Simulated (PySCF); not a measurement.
## NMR parameters from quadrupole coupling constants

Species: C5H7F3O.
Cartesian coordinates in Å at the GFN2-xTB level; atoms count from 1:
```
atom  x, y, z in Å
C1     2.6230    0.2267    0.3474
C2     1.3337    0.0972   -0.4176
O3     1.2804   -0.0168   -1.6131
C4     0.0905    0.1099    0.4568
C5    -1.1594   -0.2582   -0.3402
C6    -2.3997   -0.1581    0.5195
F7    -2.6149    1.0895    0.9675
F8    -2.3295   -0.9399    1.6106
F9    -3.5073   -0.5240   -0.1402
H10    2.8893   -0.7539    0.7396
H11    3.4190    0.5570   -0.3140
H12    2.5185    0.9109    1.1843
H13   -0.0163    1.1163    0.8714
H14    0.2299   -0.5787    1.2927
H15   -1.0887   -1.2806   -0.7147
H16   -1.2759    0.4118   -1.1940
```

Computed at PBE0/pcSseg-1 (PySCF, non-relativistic):

```json
{"atom": "O3", "environment": "ketone oxygen", "nucleus": "17O", "spin I": "5/2", "Q (b)": "-0.0256", "CQ = χzz (MHz)": "11.902", "η": "0.507"}
```

Question: Recover the principal values of the field gradient from CQ = 234.96 MHz × Q × Vzz, η = (Vxx − Vyy)/Vzz and a zero trace.

Answer: Vxx = −Vzz(1 − η)/2 and Vyy = −Vzz(1 + η)/2, in au:

| atom | Vxx (au) | Vyy (au) | Vzz (au) | Vzz (10²¹ V/m²) |
| --- | --- | --- | --- | --- |
| O3 | 0.488 | 1.491 | -1.979 | -19.23 |

Question: Give the quadrupolar product PQ = |CQ|√(1 + η²/3), the quadrupolar frequency νQ = 3|CQ|/[2I(2I − 1)] and the Larmor frequency ν0 = |g| × 7.62259 MHz/T × B at 11.75 T, with g(17O) = −0.75752.

Answer: 
```json
{"atom": "O3", "PQ (MHz)": "12.40", "νQ (MHz)": "1.785", "ν0 (MHz)": "67.85", "νQ/ν0": "0.026"}
```

For O3: PQ = 11.90 × 1.0420, νQ = 11.90 × 0.1500, ν0 = 5.7742 MHz/T × 11.75 T.

Question: For half-integer spins with νQ below a tenth of ν0, find the second-order shift of the centre of gravity of the central transition at 11.75 and 14.1 T.

Answer: From −(3/40)(PQ/ν0)²[I(I + 1) − 3/4]/[I(2I − 1)]², which goes as 1/B² (ppm):

```json
{"site": "17O at O3", "11.75 T": "-200", "14.1 T": "-139"}
```

The couplings are those of the rigid, isolated species; surroundings and motion change them. GFN2-xTB bond lengths can be off by several hundredths of an ångström, more for odd bonds, and the gradients follow them. With so small a basis the couplings can be 20 % off.

One conformer stands for the species.
